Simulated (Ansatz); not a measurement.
Geometry optimisation, Ansatz 0.2.0, RKS B3LYP-D4/def2-SVP.

The input (input.yaml):

```yaml
crystal:
  periodic: [false, false, false]
  atoms:
    - { symbol: B, position_ang: [-0.583846, -0.267827, 0.032819] }
    - { symbol: O, position_ang: [1.456001, 1.309974, -1.063743] }
    - { symbol: O, position_ang: [-0.148433, -1.182756, -0.889712] }
    - { symbol: O, position_ang: [-1.625817, 0.588406, -0.136367] }
    - { symbol: H, position_ang: [1.601489, 1.400155, -0.109276] }
    - { symbol: P, position_ang: [0.389241, -0.177676, 1.688432] }
    - { symbol: H, position_ang: [1.680777, 0.381908, -1.221016] }
    - { symbol: H, position_ang: [-0.603192, -1.144558, -1.74237] }
    - { symbol: H, position_ang: [-1.972925, 0.653348, -1.035716] }
    - { symbol: H, position_ang: [-0.716817, 0.016887, 2.562719] }
    - { symbol: H, position_ang: [0.523522, -1.57776, 1.914229] }
basis:
  gaussian: { orbitals: def2-SVP }
hamiltonian:
  xc: b3lyp
  dispersion: d4
relax:
  f_tol: 0.03
  max_steps: 50
```

Command:

```bash
$ ansatz run input.yaml --threads 2 --pin off --max-ram 3072MiB --backend cpu --events-out ev --progress --plain --runs-dir out
```

Q: Where does it end, and by what steps?

A: It converged. After 6 steps the energy has fallen by 0.012 eV; H5 moved furthest, 0.16 Å.

```csv
step,energy less start (eV),largest force component (eV/Å),accepted
0,0.0000,0.355,yes
1,-0.0040,0.400,yes
2,-0.0089,0.208,yes
3,-0.0084,0.303,no
4,-0.0110,0.116,yes
5,-0.0116,0.041,yes
6,-0.0118,0.020,yes
```

```xyz
11
Properties=species:S:1:pos:R:3
B -0.598 -0.281 0.050
O 1.500 1.315 -1.145
O -0.137 -1.168 -0.886
O -1.636 0.579 -0.119
H 1.660 1.506 -0.209
P 0.371 -0.212 1.735
H 1.663 0.362 -1.191
H -0.573 -1.113 -1.748
H -1.981 0.646 -1.020
H -0.750 -0.018 2.590
H 0.481 -1.617 1.944
```

Run time: 21 s on 2 threads of Arm Neoverse V1, with other jobs on the host, peak memory 0.22 GiB.
